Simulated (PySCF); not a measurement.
C6H13O3 (SMILES CO[CH]COCCOC), doublet, geometry from GFN2-xTB; PBE0/STO-3G (PySCF).

Input for PySCF:
```python
from pyscf import gto, scf, dft

mol = gto.M(
    atom='''
C     3.00650453    1.00542928   -0.75041747
O     3.01894714   -0.34964243   -1.12331354
C     2.27916703   -1.22461918   -0.38696747
C     1.36481069   -0.82777965    0.70139829
O     0.23148042   -0.10828951    0.18727885
C    -0.70117779    0.23716826    1.17824788
C    -1.93992059    0.82295929    0.50953329
O    -2.81811743   -0.22391593    0.17817916
C    -3.93074547    0.20535271   -0.56073339
H     3.54485106    1.53987787   -1.53207628
H     3.51795192    1.15941075    0.20677616
H     1.98306070    1.38332931   -0.67761893
H     2.15798165   -2.16375884   -0.89555511
H     1.01153598   -1.73103614    1.21675663
H     1.87054181   -0.18290689    1.44127751
H    -0.26158487    0.97404097    1.87093436
H    -0.99999943   -0.65044611    1.75345677
H    -1.63061074    1.36767616   -0.39435006
H    -2.43758327    1.53037026    1.19279443
H    -4.52381770    0.93858039    0.00177367
H    -3.62735417    0.65675122   -1.51357649
H    -4.53528418   -0.67817003   -0.75411518
''',
    basis='sto-3g',
    spin=1,
    verbose=4,
)

mf = dft.UKS(mol)
mf.xc = 'pbe0'
mf.kernel()
mf.analyze()
```

It wrote (shortened):

```
PySCF version 2.14.0

[INPUT] verbose = 4
[INPUT] num. atoms = 22
[INPUT] num. electrons = 73
[INPUT] charge = 0
[INPUT] spin (= nelec alpha-beta = 2S) = 1
[INPUT] symmetry False subgroup None
[INPUT] Mole.unit = angstrom
[INPUT] Symbol           X                Y                Z      unit          X                Y                Z       unit  Magmom
[...]
nuclear repulsion = 472.672464450145
number of shells = 40
number of NR pGTOs = 174
number of NR cGTOs = 58
basis = sto-3g
ecp = {}

******** <class 'pyscf.dft.uks.UKS'> ********
method = UKS
initial guess = minao
damping factor = 0
level_shift factor = 0
DIIS = <class 'pyscf.scf.diis.CDIIS'>
diis_start_cycle = 1
diis_space = 8
diis_damp = 0
SCF conv_tol = 1e-09
SCF conv_tol_grad = None
SCF max_cycles = 50
direct_scf = True
direct_scf_tol = 1e-13
number electrons alpha = 37  beta = 36
XC library pyscf.dft.libxc version 7.1.2
    S. Lehtola, C. Steigemann, M. J. T. Oliveira, and M. A. L. Marques,  SoftwareX 7, 1–5 (2018)
XC functionals = pbe0
    C. Adamo and V. Barone,  J. Chem. Phys. 110, 6158 (1999)
    M. Ernzerhof and G. E. Scuseria,  J. Chem. Phys. 110, 5029 (1999)
radial grids:
    Treutler-Ahlrichs [JCP 102, 346 (1995); DOI:10.1063/1.469408] (M4) radial grids

becke partition: Becke, JCP 88, 2547 (1988); DOI:10.1063/1.454033
pruning grids: <function nwchem_prune>
grids dens level: 3
symmetrized grids: False
atomic radii adjust function: <function treutler_atomic_radii_adjust>
small_rho_cutoff = 0
Set gradient conv threshold to 3.16228e-05
tot grids = 254464
init E= -456.794358255344

cycle= 1 E= -455.455801241138  delta_E= 1.34  |g|= 0.471  |ddm|= 4.12
cycle= 2 E= -455.438447496422  delta_E= 0.0174  |g|= 0.538  |ddm|= 1.35
cycle= 3 E= -455.605646609976  delta_E= -0.167  |g|= 0.0379  |ddm|= 0.701
cycle= 4 E= -455.606306012018  delta_E= -0.000659  |g|= 0.0218  |ddm|= 0.079
cycle= 5 E= -455.606611592438  delta_E= -0.000306  |g|= 0.00444  |ddm|= 0.0324
cycle= 6 E= -455.606625246371  delta_E= -1.37e-05  |g|= 0.00121  |ddm|= 0.00661
cycle= 7 E= -455.606627169657  delta_E= -1.92e-06  |g|= 0.000404  |ddm|= 0.00356
cycle= 8 E= -455.606627300734  delta_E= -1.31e-07  |g|= 0.000123  |ddm|= 0.000824
cycle= 9 E= -455.606627313448  delta_E= -1.27e-08  |g|= 3.54e-05  |ddm|= 0.000251
cycle= 10 E= -455.606627314496  delta_E= -1.05e-09  |g|= 1.34e-05  |ddm|= 7.33e-05
cycle= 11 E= -455.606627314685  delta_E= -1.89e-10  |g|= 3.55e-06  |ddm|= 3.23e-05
Extra cycle  E= -455.606627314698  delta_E= -1.35e-11  |g|= 2.5e-06  |ddm|= 9.11e-06
converged SCF energy = -455.606627314698  <S^2> = 0.75272502  2S+1 = 2.0027232
**** SCF Summaries ****
Total Energy =                        -455.606627314698471
Nuclear Repulsion Energy =             472.672464450144844
One-electron Energy =                -1561.503580083473025
Two-electron Energy =                  633.224488318629710
Two-electron Coulomb Energy =          696.122335662308387
DFT Exchange-Correlation Energy =      -62.897847343678684
**** MO energy ****
                             alpha | beta                alpha | beta
[...]
To work with the spin densities directly, `use mulliken_meta_spin()` only printing them here.

 ** Mulliken spin pop alpha/beta on meta-lowdin orthogonal AOs **
 ** Mulliken Spin Density (per AO)  **
spin_pop of  0 C 1s        0.00000
spin_pop of  0 C 2s       -0.00160
spin_pop of  0 C 2px      -0.00178
spin_pop of  0 C 2py      -0.00581
spin_pop of  0 C 2pz      -0.00197
spin_pop of  1 O 1s       -0.00000
spin_pop of  1 O 2s        0.00557
spin_pop of  1 O 2px       0.12015
spin_pop of  1 O 2py       0.00883
spin_pop of  1 O 2pz       0.07469
spin_pop of  2 C 1s       -0.00001
spin_pop of  2 C 2s        0.05056
spin_pop of  2 C 2px       0.39719
spin_pop of  2 C 2py       0.06952
spin_pop of  2 C 2pz       0.25679
spin_pop of  3 C 1s        0.00000
spin_pop of  3 C 2s       -0.00596
spin_pop of  3 C 2px      -0.01697
spin_pop of  3 C 2py      -0.00469
spin_pop of  3 C 2pz      -0.01268
spin_pop of  4 O 1s        0.00000
spin_pop of  4 O 2s        0.00663
spin_pop of  4 O 2px       0.02229
spin_pop of  4 O 2py       0.00998
spin_pop of  4 O 2pz       0.00982
spin_pop of  5 C 1s       -0.00000
spin_pop of  5 C 2s        0.00053
spin_pop of  5 C 2px       0.00212
spin_pop of  5 C 2py       0.00058
spin_pop of  5 C 2pz       0.00335
spin_pop of  6 C 1s        0.00000
spin_pop of  6 C 2s        0.00033
spin_pop of  6 C 2px       0.00097
spin_pop of  6 C 2py       0.00011
spin_pop of  6 C 2pz       0.00003
spin_pop of  7 O 1s        0.00000
spin_pop of  7 O 2s        0.00001
spin_pop of  7 O 2px      -0.00003
spin_pop of  7 O 2py      -0.00004
spin_pop of  7 O 2pz      -0.00002
spin_pop of  8 C 1s        0.00000
spin_pop of  8 C 2s        0.00001
spin_pop of  8 C 2px       0.00001
spin_pop of  8 C 2py       0.00000
spin_pop of  8 C 2pz       0.00003
spin_pop of  9 H 1s        0.00013
spin_pop of  10 H 1s        0.00998
spin_pop of  11 H 1s        0.00699
spin_pop of  12 H 1s       -0.02436
spin_pop of  13 H 1s        0.00304
spin_pop of  14 H 1s        0.01524
spin_pop of  15 H 1s       -0.00040
spin_pop of  16 H 1s       -0.00016
spin_pop of  17 H 1s        0.00016
spin_pop of  18 H 1s        0.00085
spin_pop of  19 H 1s       -0.00000
spin_pop of  20 H 1s       -0.00000
spin_pop of  21 H 1s        0.00000
 ** Mulliken Spin Density (per atom)  **
spin density of  0 C =     -0.01116
spin density of  1 O =      0.20923
spin density of  2 C =      0.77405
spin density of  3 C =     -0.04030
spin density of  4 O =      0.04872
spin density of  5 C =      0.00658
spin density of  6 C =      0.00142
spin density of  7 O =     -0.00007
spin density of  8 C =      0.00006
spin density of  9 H =      0.00013
spin density of  10 H =      0.00998
spin density of  11 H =      0.00699
spin density of  12 H =     -0.02436
spin density of  13 H =      0.00304
spin density of  14 H =      0.01524
spin density of  15 H =     -0.00040
spin density of  16 H =     -0.00016
spin density of  17 H =      0.00016
spin density of  18 H =      0.00085
spin density of  19 H =     -0.00000
spin density of  20 H =     -0.00000
spin density of  21 H =      0.00000
 ** Mulliken pop alpha/beta on meta-lowdin orthogonal AOs **
 ** Mulliken pop       alpha | beta **
In total            37.00000 | 36.00000
 ** Mulliken atomic charges   ( Nelec_alpha | Nelec_beta ) **
charge of  0C =     -0.05984  (     3.02434      3.03550 )
charge of  1O =     -0.06506  (     4.13714      3.92791 )
charge of  2C =     -0.05808  (     3.41607      2.64202 )
charge of  3C =     -0.02052  (     2.99011      3.03041 )
charge of  4O =     -0.15924  (     4.10398      4.05526 )
charge of  5C =     -0.00785  (     3.00722      3.00064 )
charge of  6C =     -0.00419  (     3.00281      3.00138 )
charge of  7O =     -0.14364  (     4.07179      4.07186 )
charge of  8C =     -0.06375  (     3.03190      3.03185 )
charge of  9H =      0.06216  (     0.46899      0.46886 )
charge of  10H =      0.05081  (     0.47959      0.46961 )
charge of  11H =      0.06246  (     0.47227      0.46527 )
charge of  12H =      0.04388  (     0.46588      0.49024 )
charge of  13H =      0.04538  (     0.47883      0.47579 )
charge of  14H =      0.03348  (     0.49088      0.47564 )
charge of  15H =      0.03143  (     0.48409      0.48449 )
charge of  16H =      0.04274  (     0.47855      0.47871 )
charge of  17H =      0.04191  (     0.47912      0.47896 )
charge of  18H =      0.03437  (     0.48324      0.48239 )
charge of  19H =      0.03720  (     0.48140      0.48140 )
charge of  20H =      0.03949  (     0.48025      0.48026 )
charge of  21H =      0.05686  (     0.47157      0.47157 )
Dipole moment(X, Y, Z, Debye): -0.24027,  1.82843,  1.05970
```
